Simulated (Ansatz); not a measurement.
An input meant for the cluster ReSe2 (charge 0, quartet).

```yaml
crystal:
  periodic: [false, false, false]
  atoms:
    - {symbol: Re, position_ang: [-0.561836, 0.098192, -0.460775]}
    - {symbol: Se, position_ang: [-0.091292, -1.940966, 0.281092]}
    - {symbol: Se, position_ang: [0.653128, 1.842774, 0.179683]}
basis:
  gaussian: {orbitals: def2-SVPD}
magnetization: {spin_polarized: true, initial_magnetization: 3}
hamiltonian: {xc: {name: PBE0}, dispersion: rvv10}
scf: {omitted_lower_state_checks: [starts]}
```

```sh
$ ansatz run in.yaml --threads 4 --pin off --events-out ev --progress --plain --max-ram 3916MiB
```

Shortened log:

```
Error: inconsistent input (hamiltonian.dispersion, hamiltonian.xc): `dispersion: rvv10` has no transferable b for PBE exchange — Sabatini et al. (2013) fitted b=6.3 to rPW86, and the PBE refits of Peng & Perdew (2017) are task-dependent (b=6.6 S22 / b=10.0 layered). Use `xc: {exchange: rpw86, correlation: pbe}` for the original rVV10 or `xc: r2scan` for the r²SCAN+rVV10 pairing
```

In this input the program holds no damping parameters for this pairing of functional and dispersion term, so they'd have to be typed. The input was rejected before any iteration.
